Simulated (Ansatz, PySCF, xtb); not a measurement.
Complex: H2O (SMILES O) (first 3 atoms) with CHN (SMILES C#N); geometry from B3LYP-D3(BJ)/def2-TZVP, rigid monomers moved along the line of their centres of mass till O1···H6 is 2.81 Å.
(charge 0, multiplicity 1):
```xyz
6

O     -0.0834    -0.0777    -0.1033
H      0.7091    -0.2325    -0.6277
H     -0.8282    -0.2309    -0.6938
C     -0.2525    -0.3068     3.7758
N     -0.3014    -0.3936     4.9185
H     -0.2064    -0.2286     2.7024
```

Counterpoise-corrected where a basis set is named; no monomer relaxation.

Rows in 6-31G* carry no dispersion term and start afresh at each structure (6-31G* with six Cartesian d functions).

Run with Ansatz (Gaussian orbitals); PySCF for 6-31G* rows; xtb for the GFN methods. Values without a source in brackets are computed.

One of these levels gives -3.34 kcal/mol for the interaction energy. Which?
A. HF/aug-cc-pVTZ
B. HF/6-31G*
C. GFN1-xTB

A, HF/aug-cc-pVTZ. The others give -1.77 (GFN1-xTB), -3.79 (HF/6-31G*)

Ansatz is a program for electronic structure.
